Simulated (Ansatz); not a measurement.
GaH6NOSi can be A, `N[SiH](O)[GaH2]`, or B, `[NH2][GaH][O][SiH3]`.

Isolated molecules relaxed with PBE0-D4/def2-TZVP in Ansatz; ΔE leaves out vibrations. CCSD(T)/CBS is the MP2 limit (def2-TZVPP, def2-QZVPP) plus CCSD(T) − MP2 in def2-TZVPP, frozen cores. DFT in def2-TZVPP. B3LYP here is the variant with VWN-RPA as its local correlation; programs differ in this. For Ga outer-core shells are correlated without core-valence functions, which leaves a few kJ/mol of doubt a bond. Scalar relativity is left out up to krypton. One conformer a species, not always the lowest.

(1) Which isomer does CCSD(T)/CBS put lower? Give the gap. (Best estimate.)

(2) Give E(B) − E(A) in kcal/mol with PBE-D4, LDA (SPW92), B3LYP, CCSD/def2-TZVPP, r2SCAN-D4, CCSD(T)/def2-SVP, MP2/def2-TZVPP. (Best estimate.)

(3) Does the order hold for the free energy at 298.15 K (harmonic terms from PBE0-D4)? (An estimate is asked.)

Largest T1 diagnostic: 0.013.

Results:

(1) Ansatz gave: B, by 16.4 kcal/mol.

(2) The calculation gave: PBE-D4 -10.5, LDA (SPW92) -10.3, B3LYP -14.8, CCSD/def2-TZVPP -17.5, r2SCAN-D4 -14.7, CCSD(T)/def2-SVP -23.4, MP2/def2-TZVPP -18.9. None reverses the order clearly.

(3) Computed: Yes: G(B) − G(A) = -17.8 kcal/mol, for one conformer each. Modes under 60 cm⁻¹, often nearly free rotors, make the harmonic entropy too high.

From PBE to PBE0 (25 % exact exchange), in def2-TZVPP and without D4, E(B) − E(A) moves by −0.9 kcal/mol. Leaving LDA and LC-ωPBE aside and taking each functional with its dispersion term where it has one, the values, not all of them listed here, spread over 6.6 kcal/mol, from B2PLYP to revPBE-D4.
